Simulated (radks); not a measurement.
Task: Successive ionisation energies (eV) of one element, from differences of total energies of ions in their ground configurations, starting at charge 22: 639.44, 724.92, 774.18, 824.54, 875.99, 928.47, 981.98, 1049.5, 1106.0, 1163.4, 1221.9, 1281.3, 1341.7, 1403.1, 1716.4, 1775.1, 1834.2, 1893.7, 1953.6, 2028.3, 2090.2, 2152.6. Calculated with a radial shooting solver on a logarithmic mesh with Libxc functionals: scalar-relativistic Kohn-Sham, LDA (Slater exchange, VWN5 correlation), spin-polarised, spherical densities, finite nucleus; open shells are filled with parallel spins first (spin-orbit coupling, left out, can overturn this in heavy ions); Fermi nuclear charge, rms radius 5.5012 fm. Which element is it?

Result: Lead (Z = 82). The first species listed is Pb22+ in [Kr] 4d10 4f13 5s1, the last Pb43+ in [Kr] 4d3.
